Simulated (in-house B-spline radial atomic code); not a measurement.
The numbers below are computed, except where a source is named.
## Softness against transferability: the 4p channel of Cd

Cd, [Kr] 4d10 5s2, non-relativistic PBE, spherical and spin-unpolarised, from an all-electron radial atomic-structure program (B-spline basis) (atomic units). The all-electron 4p level is ε = -2.395051 hartree, its outermost node lies just inside 0.45 bohr and its outer maximum at 0.86 bohr.

Troullier-Martins pseudo-orbitals are made for several radii. The cutoffs (hartree) are the plane-wave energies beyond which the orbital holds less than the named kinetic energy per electron. The phase error is the difference, pseudo minus all-electron, of arctan(R P'/P) at R = 1.51 bohr for all radii, half a hartree below and above the level.

```csv
r_c (bohr),V_l(0) (hartree),cutoff for 10 mEh,for 1 mEh,for 0.1 mEh,phase error at ε − 0.5 (mrad),at ε + 0.5 (mrad)
0.65,-103.39,291,> 450,> 450,-9.9,-1.9
0.75,-33.55,94.1,174,372,-3.9,-0.6
0.86,-4.66,36.6,81.9,147,-2.2,-0.4
0.97,-0.74,38,76.9,99.1,-2.2,-0.3
1.09,-3.05,34.9,67.7,88.7,-2.7,-0.4
1.21,-5.46,29.5,41.6,73.9,-5.1,-0.8
```

(1) Which radius needs the lowest cutoff for 1 mEh while both phase errors stay within 4.0 mrad?

Results:

(1) The radii within that limit are 0.75, 0.86, 0.97, 1.09 bohr; of these r_c = 1.09 needs the least, 67.7 hartree, that is 135 Ry or 1842 eV.
